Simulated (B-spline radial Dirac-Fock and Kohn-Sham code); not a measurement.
Se²⁺: non-radiative channels of the 2p3/2 vacancy

System: Se²⁺, configuration [Ar] 3d10 4s2 4p2.

Input of the calculation (task.json; shells as n, l, electrons):

```json
{"items": [{
  "Z": 34,
  "q": 2,
  "cfg": [[1, 0, 2], [2, 0, 2], [2, 1, 6], [3, 0, 2], [3, 1, 6], [3, 2, 10], [4, 0, 2], [4, 1, 2]],
  "A": 80,
  "rrms": 4.14,
  "do": ["binding", "quiet", "decay"],
  "holes": ["K", "L1", "L2", "L3", "M1", "M2", "M3", "M4", "M5", "N1"]
}]}
```

Command: `python xray_run.py task.json out`

Calculated with an atomic code on a B-spline grid, using a relativistic independent-particle model: LDA orbitals of the hole state, radiative multipoles to third order, Auger rates from the Coulomb interaction with a continuum orbital, Dirac-Fock energies. Kinetic energies are configuration averages from the vacuum level; the two-hole energies are estimated from single-hole states.

```tsv
transition	kinetic energy (eV)	width (meV)	share (%)
L3-M1M3	979.5	50.4	5.0
L3-M2M3	1040.9	80.8	8.0
L3-M3M3	1046.2	117	11.6
L3-M1M4	1086.8	4.16	0.4
L3-M1M5	1087.7	5.01	0.5
L3-M2M5	1150.9	42.9	4.3
L3-M2M4	1153.1	4.69	0.5
L3-M3M4	1156.4	99.0	9.8
L3-M3M5	1158.8	150	14.9
L3-M3N1	1213.5	6.66	0.7
L3-M3N3	1227.4	7.55	0.8
L3-M4M4	1266.2	12.1	1.2
L3-M4M5	1266.6	241	23.9
L3-M5M5	1267.8	163	16.2
L3-M5N3	1337.8	4.45	0.4
```

The listed channels hold 98 % of the non-radiative rate. Summed by principal shells, of 1.01 eV in all: LMM 96.8 %, LMN 3.1 %.
